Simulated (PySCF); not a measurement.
**NMR parameters from quadrupole coupling constants**

Species: C8H16NP.
Atom-mapped SMILES: `[CH:1]#[C:2][P:3]([N:4]([CH3:5])[CH3:6])[C:7]([CH3:8])([CH3:9])[CH3:10]` (hydrogens: H11 on C1; H12, H13, H14 on C5; H15, H16, H17 on C6; H18, H19, H20 on C8; H21, H22, H23 on C9; H24, H25, H26 on C10)

Geometry (PBE0-D3(BJ)/def2-SVP, Å), atoms numbered from 1 in this order:
```xyz
26
C8H16NP angstrom
C      1.3709    2.6254    1.3944
C      0.9987    1.4843    1.1888
P      0.5017   -0.2148    1.0121
N      1.3964   -0.7322   -0.3537
C      1.8566    0.1396   -1.4080
C      2.2079   -1.9167   -0.1915
C     -1.2704    0.0204    0.3970
C     -1.7711   -1.3895    0.0820
C     -2.0471    0.6126    1.5732
C     -1.4071    0.9108   -0.8319
H      1.7020    3.6318    1.5771
H      1.2467    1.0483   -1.4639
H      2.9076    0.4544   -1.2511
H      1.8027   -0.3721   -2.3858
H      2.1780   -2.5343   -1.1069
H      1.8282   -2.5257    0.6408
H      3.2711   -1.6788    0.0160
H     -1.7234   -2.0432    0.9675
H     -2.8197   -1.3535   -0.2574
H     -1.1690   -1.8506   -0.7164
H     -3.1202    0.6670    1.3248
H     -1.9422   -0.0037    2.4804
H     -1.7042    1.6314    1.8111
H     -2.4735    1.0316   -1.0899
H     -0.9886    1.9136   -0.6544
H     -0.9075    0.4699   -1.7067
```

Computed at PBE0/pcSseg-1 (PySCF, non-relativistic):

```json
{"atom": "N4", "environment": "nitrogen bonded to 2 C and P", "nucleus": "14N", "spin I": "1", "Q (b)": "0.02044", "CQ = χzz (MHz)": "-6.024", "η": "0.053"}
```

Recover the principal values of the field gradient from CQ = 234.96 MHz × Q × Vzz, η = (Vxx − Vyy)/Vzz and a zero trace.

The tensor is traceless, so η fixes the two smaller values:

```csv
atom,Vxx (au),Vyy (au),Vzz (au),Vzz (10²¹ V/m²)
N4,0.594,0.660,-1.254,-12.19
```

PQ = |CQ|√(1 + η²/3), νQ = 3|CQ|/[2I(2I − 1)], ν0 = |g|·7.62259 MHz/T·B with g(14N) = 0.40376: values at 16.45 T?

```tsv
atom	PQ (MHz)	νQ (MHz)	ν0 (MHz)	νQ/ν0
N4	6.027	9.036	50.63	0.178
```

For N4: PQ = 6.024 × 1.0005, νQ = 6.024 × 1.5000, ν0 = 3.0777 MHz/T × 16.45 T.

Quadrupolar 1/T1 and linewidth for τc = 5 ps (extreme narrowing, isotropic tumbling)?

1/T1 = 1/T2 = (3π²/10)(2I + 3)/[I²(2I − 1)] × PQ² × τc; the width is 1/(πT2).

```
     site  spin factor (2I + 3)/[I²(2I − 1)]  1/T1 (s⁻¹)  T1 (ms)  linewidth (Hz)
14N at N4                              5.000        2690    0.372             856
```

The couplings are those of the rigid, isolated species; surroundings and motion change them. These gradients aren't converged with respect to the basis.

One conformer stands for the species.
